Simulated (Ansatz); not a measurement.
Cost and result for the atomization energy of `C[SiH](F)CO` (12 atoms, 11 bonds).

Z-matrix (Å, degrees):
```
C
Si 1 1.855
H 1 1.093 2 111.3
H 1 1.092 2 110.9 3 120.6
H 1 1.094 2 110.4 3 -120.0
F 2 1.613 1 109.2 3 -60.4
C 2 1.879 1 113.4 3 56.0
H 2 1.485 1 111.8 3 -177.8
O 7 1.422 2 111.7 1 -170.4
H 7 1.095 2 109.9 1 71.4
H 7 1.101 2 110.8 1 -45.5
H 9 0.961 7 108.3 2 52.8
```

The species carries charge 0 and has multiplicity 1. The geometry is a stationary point of PBE0-D4/def2-TZVP. It is one conformer, not always the lowest. Program: Ansatz. All runs use 4 threads of an Arm Neoverse V1 on a shared host. Times are those of one run each, without the atoms' runs, and a repeat can differ threefold. Electronic energies, without spin–orbit coupling; frozen cores. CCSD(T)/CBS adds CCSD(T) − MP2 in def2-TZVPP to the MP2 limit, and its time is that of the two runs behind it. T1 = 0.011. B3LYP takes the VWN-RPA correlation (the form of Gaussian; ORCA's B3LYP/G).

CCSD(T)/CBS is a level of theory with its own doubt, some kJ/mol a heavy atom from the limit and from the frozen cores, so smaller differences don't rank the functionals.

```
                             level  functions  wall time  atomization (kcal/mol)  difference from CCSD(T)/CBS  per bond
   PBE-D4/def2-TZVPP (with forces)        264      2.6 s                  1097.5                         11.5       1.0
                PBE0-D4/def2-TZVPP        264        3 s                  1079.8                         -6.2      -0.6
 B3LYP-D4/def2-TZVPP (with forces)        264      4.6 s                  1081.1                         -4.9      -0.4
r2SCAN-D4/def2-TZVPP (with forces)        264      4.9 s                  1084.8                         -1.2      -0.1
                 B2PLYP/def2-TZVPP        264      5.5 s                  1071.8                        -14.2      -1.3
                ωB97X-V/def2-TZVPP        264        8 s                  1086.0                          0.0       0.0
  ωB97M-V/def2-TZVPP (with forces)        264       12 s                  1086.4                          0.4       0.0
                    MP2/def2-QZVPP        508       25 s                  1091.3                          5.3       0.5
                CCSD(T)/def2-TZVPP        264    3.6 min                  1058.0                        -28.0      -2.5
                 CCSD(T)/CBS(def2)          –      4 min                  1086.0                          0.0       0.0
```

The D4 term adds +8.1 kcal/mol with B3LYP and +4.2 kcal/mol with PBE0; it sums over pairs of atoms, weighted by their polarisabilities, and B3LYP, whose exchange is more repulsive, gets the larger term. In def2-TZVPP, CCSD(T) changes the Hartree–Fock value by +257.3 kcal/mol (the triples alone add +13.6 kcal/mol) and MP2 by +273.9 kcal/mol; breaking electron pairs costs correlation energy, which Hartree–Fock lacks. From PBE to PBE0 (25 % exact exchange), in def2-TZVPP and without D4, the atomization energy moves by −16.9 kcal/mol: exact exchange takes away binding that semilocal exchange gives to molecules.
